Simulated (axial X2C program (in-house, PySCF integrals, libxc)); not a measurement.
# WF⁺: properties at the nuclei

Calculated with an in-house all-electron X2C program for linear molecules (integrals from PySCF): two-component X2C with atomic mean-field Coulomb and Gaunt terms, Gaussian nuclei, basis W dyall-cv3z, F dyall-av3z with contracted cores.

R = 1.784 Å (near the PBE0 minimum at charge 1 of the determinant lowest at the starting distance; the state shown can have its own minimum elsewhere).

Input and command:
```json
{"zs": [74, 9], "q": 1, "bas": ["dyall-cv3z", "dyall-av3z"], "r0": 2.01, "levels": ["PBE0", "HF", "BHandHLYP", "PBE", "B3LYP"], "nst": 3}
```
```bash
python soeom.py task.json out
```

Keys: zs atomic numbers; q charge; bas basis sets; r0 starting distance in Å; levels methods; nst determinants followed.

Determinant lowest in the PBE0 search, Ω = 1 (⟨Sz⟩ = 1.97, ⟨Lz⟩ = -0.97 at PBE0), spin on the atoms W 1.98, F -0.01:

| level | Eeff magnitude (GV/cm) | Ws magnitude W (kHz) | A∥/gI W (MHz) | qzz W (a.u.) | A∥/gI F (MHz) | qzz F (a.u.) |
| --- | --- | --- | --- | --- | --- | --- |
| PBE0 | 6.07 | 6.47 | 6120 | 1.01 | -108 | 0.79 |
| HF | 0.83 | 1.27 | 5300 | -1.26 | -94.5 | 0.72 |
| BHandHLYP | 4.79 | 4.97 | 6000 | 0.18 | -90.4 | 0.74 |
| PBE | 9.14 | 9.45 | 6320 | 1.69 | -115 | 0.78 |
| B3LYP | 9.1 | 9.28 | 6300 | 1.20 | -101 | 0.75 |

Determinant 0.31 eV from it at PBE0 and this distance, Ω = 3 (⟨Sz⟩ = 1.97, ⟨Lz⟩ = 1.03 at PBE0), spin on the atoms W 1.98, F -0.01:

| level | Eeff magnitude (GV/cm) | Ws magnitude W (kHz) | A∥/gI W (MHz) | qzz W (a.u.) | A∥/gI F (MHz) | qzz F (a.u.) |
| --- | --- | --- | --- | --- | --- | --- |
| PBE0 | 3.19 | 1.54 | 2550 | 1.65 | 36.8 | 0.81 |
| HF | 0.318 | 0.682 | 2220 | -0.42 | 24.6 | 0.76 |
| BHandHLYP | 0.86 | 0.889 | 2510 | 1.15 | 30.9 | 0.78 |
| PBE | 5.72 | 2.32 | 2630 | 2.24 | 40.1 | 0.79 |
| B3LYP | 4.4 | 1.97 | 2640 | 1.99 | 34.9 | 0.78 |

Eeff is the effective electric field on the electron electric dipole moment in this Ω state and Ws the scalar–pseudoscalar constant of the nucleus named (defined with the proton number Z and per Ω); A∥ (defined per Ω) follows by multiplying with gI = μI/(I μN); qzz is the electric field gradient, eQq0 = 234.96 MHz × Q/barn × qzz. The operators were transformed with the bare-nucleus X2C matrices; with these basis sets, hyperfine constants and field gradients can be off by tens of per cent, and where levels differ in sign neither size nor sign is settled.

(1) With gI(183W) = 0.2356, gI(19F) = 5.2577 (g factors from the IAEA table of nuclear moments by Stone), turn the PBE0 values of the first state into constants in MHz.

Each state is one determinant with collinear spin, which with several unpaired electrons need not be a pure state. Unrestricted Hartree–Fock can overshoot spin polarisation at the nuclei. With several open shells hyperfine constants can be off by a factor of several. Where Eeff spreads by more than a factor of two the levels disagree and none is to be relied on. Open-shell Ω = 0 determinants with evenly filled partner blocks cannot be reached by this program, so the Ω shown need not be the lowest component. The search compared states at one distance, so a state with another bond length can lie lower. Further determinants of the search, some of them spin-mixed, are not shown. Where a field gradient or hyperfine factor spreads by more than a factor of two over the levels, a constant derived from it is not to be relied on. PBE0 term energies can be off by some tenths of an eV.

## Answers

(1) A∥(183W) = 6120 × 0.2356 = 1440 MHz; A∥(19F) = -108 × 5.2577 = -568 MHz.
